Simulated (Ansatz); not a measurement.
AlH6NSSi2, SMILES `[SiH3][SiH]1[NH][AlH][S]1` from Hartree–Fock to CCSD(T)

```
atom   x (Å)   y (Å)   z (Å)
 Si1   0.594  -1.559   1.201
 Si2   0.474   0.583   0.266
  N3   0.102   0.610  -1.429
 Al4  -1.476   1.422  -1.283
  S5  -1.333   1.587   0.894
  H6   0.730  -1.481   2.681
  H7  -0.643  -2.314   0.864
  H8   1.767  -2.307   0.664
  H9   1.678   1.384   0.634
 H10   0.676   0.228  -2.162
 H11  -2.568   1.845  -2.331
```

Total charge 0; spin multiplicity 1. Geometry: relaxed with PBE0-D4/def2-TZVP. Frozen core, restricted reference, the Gaussian-basis code of Ansatz. CBS rows extrapolate triple and quadruple zeta; past MP2 they add the triple-zeta difference.

```csv
basis,HF (Eh),MP2 corr.,CCSD corr.,(T),CCSD(T) total
def2-SVP,-1274.94868,-0.54653,?,-0.01926,?
def2-TZVPP,-1275.45054,-0.69828,-0.75712,?,?
def2-QZVPP,?,?,–,–,–
CBS(def2),-1275.49465,-0.79468,-0.85352,as TZ,-1276.38173
```

Task: Fill in the withheld values. (Best estimate.)

Result: The calculation gave: def2-SVP CCSD corr.: -0.60784; def2-SVP CCSD(T) total: -1275.57578; def2-TZVPP (T): -0.03356; def2-TZVPP CCSD(T) total: -1276.24122; def2-QZVPP HF (Eh): -1275.48931; def2-QZVPP MP2 corr.: -0.75366.
